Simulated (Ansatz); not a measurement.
A nudged elastic band was laid between two geometries of C4H10AlF (16 atoms, charge 0, multiplicity 1).

Level of theory: Ansatz, RKS PBE-D4/6-31G*.

| Quantity | Value |
| --- | --- |
| movable images | 7 |
| climbing image | yes |
| spring | 5.0 eV/Å² |
| optimiser | quadratic models (default) |
| start path | IDPP |
| force threshold | 0.05 eV/Å |
| iteration limit | 60 |
| end points | relaxed |

Initial state:

```xyz
16
Properties=species:S:1:pos:R:3
C -0.772 -1.875 -1.634
Al -0.198 -1.386 0.189
C -0.058 0.502 0.820
C 1.412 0.797 1.199
C -0.596 1.518 -0.167
F -0.486 2.828 0.345
H -1.268 -2.862 -1.662
H -1.454 -1.134 -2.088
H 0.107 -1.948 -2.304
H 0.268 -2.522 1.233
H -0.669 0.575 1.745
H 1.792 0.094 1.961
H 1.511 1.820 1.604
H 2.083 0.734 0.321
H -0.030 1.492 -1.120
H -1.665 1.343 -0.397
```

Final state:

```xyz
16
Properties=species:S:1:pos:R:3
C -0.887 -2.122 -1.207
Al -0.355 -1.282 0.498
C -0.043 0.680 0.680
C 1.435 0.919 1.072
C -0.429 1.476 -0.550
F -0.201 2.855 -0.354
H -1.362 -3.108 -1.061
H -1.577 -1.491 -1.794
H 0.003 -2.290 -1.845
H -0.060 -2.176 1.806
H -0.677 1.029 1.522
H 2.130 0.582 0.279
H 1.708 0.388 2.001
H 1.626 1.995 1.229
H 0.168 1.169 -1.432
H -1.501 1.353 -0.799
```

**Question.** What changes between the two ends?

**Answer.** No bond is made or broken. The dihedral Al2–C3–C4–H12 goes from -57 to 64°.

**Question.** Give the energies along the band, and the barrier.

**Answer.** The run converged. The highest image is number 4 of 0 to 8, 11.9 kJ/mol above the ends, which have the same energy within 2 meV. A vibrational analysis at the climbing image gives one clearly imaginary mode, 227i cm⁻¹, and a faint second one (22i cm⁻¹) that may be numerical noise or a soft torsion: probably a first-order saddle point.

```
image  path coordinate (Å)  energy (kJ/mol)  dihedral Al2–C3–C4–H12 (°)
    0                 0.00              0.0                         -57
    1                 0.45              1.5                         -42
    2                 0.89              5.6                         -27
    3                 1.34             10.1                         -13
    4                 1.78             11.9                           2
    5                 2.24              9.8                          17
    6                 2.71              5.5                          33
    7                 3.17              1.5                          49
    8                 3.63              0.0                          64
```

**Question.** What is the geometry of the highest image?

**Answer.** 
```xyz
16
Properties=species:S:1:pos:R:3:forces:R:3
C -0.872 -2.100 -1.244 0.01 0.00 0.00
Al -0.332 -1.283 0.470 -0.01 0.00 0.00
C -0.056 0.675 0.701 -0.02 0.01 0.01
C 1.446 0.894 1.066 -0.04 -0.01 0.00
C -0.478 1.489 -0.504 0.02 0.00 0.01
F -0.255 2.866 -0.291 0.00 0.00 0.00
H -1.393 -3.063 -1.099 0.00 0.00 0.00
H -1.524 -1.444 -1.846 0.00 0.00 0.00
H 0.019 -2.316 -1.865 0.00 0.00 0.00
H 0.031 -2.202 1.741 0.01 0.00 0.00
H -0.683 1.001 1.555 0.01 0.00 0.00
H 2.054 -0.032 1.095 0.01 0.00 -0.01
H 1.556 1.359 2.059 0.00 0.00 0.00
H 1.922 1.573 0.339 0.02 0.00 -0.01
H 0.098 1.206 -1.407 -0.01 -0.01 -0.01
H -1.556 1.357 -0.726 0.00 0.01 0.00
```

Run time: 69 s on 2 threads of Intel(R) Xeon(R) Platinum 8488C (Sapphire Rapids) (shared host), peak memory 0.18 GiB.
